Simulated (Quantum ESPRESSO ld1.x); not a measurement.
Problem. Coherent X-ray form factor from a spherical all-electron density. Calculated with ld1.x of Quantum ESPRESSO 7.5: scalar-relativistic Kohn-Sham, LDA (Slater exchange, Perdew-Zunger correlation), spin-polarised, spherical densities, point nucleus.

sin(theta)/lambda (1/angstrom)  f0 (electrons)
0.05                                    38.838
0.1                                     38.362
0.15                                    37.592
0.2                                     36.567
0.25                                    35.331
0.3                                     33.936
0.4                                     30.881
0.5                                     27.793
0.6                                     24.950
0.8                                     20.449
1                                       17.332
1.25                                    14.422
1.5                                     11.949
2                                        8.158

The species is in the configuration that NIST lists as its ground one. Which atom or ion scatters so?

Solution. The iodine ion I14+, [Kr] 4d3. Extrapolating in s^2 from the first two rows gives f0(0) = 39.0, near the electron count 39; among species with that count, the fall with angle is slower the higher Z, and the table is that of Z = 53; from so few rows the species is fixed only to a neighbour or two.
